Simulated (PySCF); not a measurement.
CH12OSi4, SMILES [Si@H](O)([SiH2][SiH3])C[SiH3].

Geometry: PBE0-D3(BJ)/def2-SVP. The structure was generated by enumeration; whether it is a known compound was not checked. The values are those of a single conformer.

Two levels are set side by side: TDA-PBE/def2-SVPD (PySCF) and TDA-LC-ωPBE/def2-SVPD (PySCF). Vertical, same geometry. The lowest singlet is HOMO→LUMO 89 % with PBE and HOMO→LUMO 65 %, HOMO→LUMO+3 12 % with the other functional; states are paired by order. Differences are taken from unrounded values.

| quantity | TDA-LC-ωPBE |
|---|---|
| lowest singlet excitation (eV) | 6.72 |
| lowest triplet excitation (TDA) (eV) | 5.81 |

What does TDA-PBE give, and how far is it from TDA-LC-ωPBE? (Estimate from the structure and the level; the computed values follow.)


| quantity | TDA-PBE | TDA-PBE minus TDA-LC-ωPBE |
|---|---|---|
| lowest singlet excitation (eV) | 5.65 | -1.07 |
| lowest triplet excitation (TDA) (eV) | 5.13 | -0.68 |

A lower first singlet is the usual sign of a functional without exact exchange. Differences between two approximate levels are no errors against the true value.

Rough cost on one machine, each run with all the roots and properties that it gave: TDA-LC-ωPBE against TDA-PBE about 4 times.
